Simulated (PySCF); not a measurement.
Relaxation of singlet TcF5

Level of theory: PySCF, PBE0, basis Tc def2-SVP with ECP28, F def2-SVP (scalar-relativistic core potentials, no spin–orbit coupling, density fitting). A (50,194) grid was used.

A hand-made square pyramidal start, of C4v symmetry, held to at least that symmetry:

```xyz
6
charge 0 multiplicity 1, angstrom
Tc    0.0000    0.0000   -0.0317
F     0.0000    0.0000    1.8883
F     1.8780    0.0000   -0.4309
F     0.0000    1.8780   -0.4309
F    -1.8780    0.0000   -0.4309
F     0.0000   -1.8780   -0.4309
```

What forces act on the atoms at the start (eV/Å)?


```csv
atom,Fx,Fy,Fz
Tc1,0.00,0.00,5.02
F2,0.00,0.00,-4.60
F3,-2.42,0.00,-0.11
F4,0.00,-2.42,-0.11
F5,2.42,0.00,-0.11
F6,0.00,2.42,-0.11
```

What does it relax to?

It ends at C4v with Tc–F 1.749 Å, Tc–F 1.828 Å (×4); F–Tc–F 81.6° (×4), F–Tc–F 112.4° (×4), F–Tc–F 135.2° (×2). A frequency run shows 1 imaginary mode, down to 33i cm⁻¹, so it is a saddle point.

How much energy is released, and in how many steps?

140.2 kJ/mol in 6 steps.

The relaxation took roughly 50 core-seconds on a shared host.
